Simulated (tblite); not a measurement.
Start geometry of `COC1=CC=C/C(=C/S(C)(=O)=O)C=C1` from a force field or distance geometry (Å):
```
atom  x, y, z in Å
C1    -4.3595   -0.5882   -1.3117
O2    -3.0020   -0.5030   -1.6501
C3    -2.0581   -0.1590   -0.6673
C4    -2.3000    0.9569    0.0390
C5    -1.4747    1.5297    1.1329
C6    -0.2200    1.2570    1.4730
C7     0.6412    0.2591    0.8015
C8     1.9643    0.4387    0.9077
S9     3.0571   -0.7027    0.1442
C10    4.6464    0.1181    0.1814
O11    2.7376   -0.9466   -1.3072
O12    3.2171   -1.9773    0.9277
C13    0.2161   -0.9185    0.0488
C14   -0.9274   -1.0981   -0.5934
H15   -4.8856   -0.8763   -2.2608
H16   -4.8208    0.3717   -0.9862
H17   -4.5966   -1.3816   -0.5722
H18   -3.2021    1.5037   -0.1672
H19   -1.9758    2.2894    1.7110
H20    0.2317    1.7880    2.3005
H21    2.2843    1.3035    1.4701
H22    4.4926    1.1830   -0.1757
H23    5.0531    0.2356    1.2169
H24    5.3481   -0.3263   -0.5422
H25    0.9648   -1.7011    0.0119
H26   -1.0527   -2.0329   -1.0894
```

Task: What comes out of this run: GFN2-xTB geometry optimisation, gas phase in tblite?

Result: 
```
atom  x, y, z in Å
C1    -4.4652   -0.4307   -1.3544
O2    -3.1886   -1.0102   -1.2381
C3    -2.2402   -0.4209   -0.4660
C4    -2.4642    0.6964    0.2767
C5    -1.5427    1.3715    1.1259
C6    -0.2141    1.2043    1.2890
C7     0.6852    0.2695    0.6497
C8     2.0183    0.4500    0.7686
S9     3.2098   -0.6124   -0.0084
C10    4.7879    0.2093    0.3698
O11    3.0255   -0.5918   -1.4378
O12    3.2171   -1.9078    0.6268
C13    0.2093   -0.8963   -0.0651
C14   -1.0174   -1.1840   -0.5268
H15   -5.0141   -1.0706   -2.0434
H16   -4.4101    0.5817   -1.7663
H17   -4.9857   -0.4076   -0.3919
H18   -3.4529    1.1316    0.2584
H19   -1.9934    2.1685    1.7058
H20    0.2782    1.8781    1.9798
H21    2.4500    1.2764    1.3022
H22    4.7757    1.1918   -0.0839
H23    4.8954    0.2627    1.4453
H24    5.5771   -0.3953   -0.0590
H25    0.9844   -1.6271   -0.2497
H26   -1.1466   -2.1146   -1.0642
```

The energy falls by 22.1 kcal/mol over 122 L-BFGS steps, the largest force on an atom goes from 3.93 to 0.007 eV/Å, and the atoms move by 0.418 Å rms after alignment. The bond that changes most is S9=O11 (sulfonyl sulfur to sulfonyl oxygen), which shortens by 0.065 Å. Bonds longer at the end by more than 0.005 Å: 10 of 26; shorter: 14. Among the angles that change most is S9–C8–H21, from 124.2° to 114.1°. Among the dihedrals that turn most is C1–O2–C3–C4, from -52° to 3°. Rotational constants go from 1458, 305.5, 271.1 to 1582, 287.9, 258.5 MHz. The orientation of the end geometry is arbitrary; only internal coordinates are fixed.

Its GFN2-xTB frequencies are all real (lowest 18 cm⁻¹). One conformer, not necessarily the lowest. 3 starts were optimised and ended at 0.00, 1.43 and 1.74 kcal/mol (GFN2-xTB); the lowest of these is shown.

All values are computed, not measured.
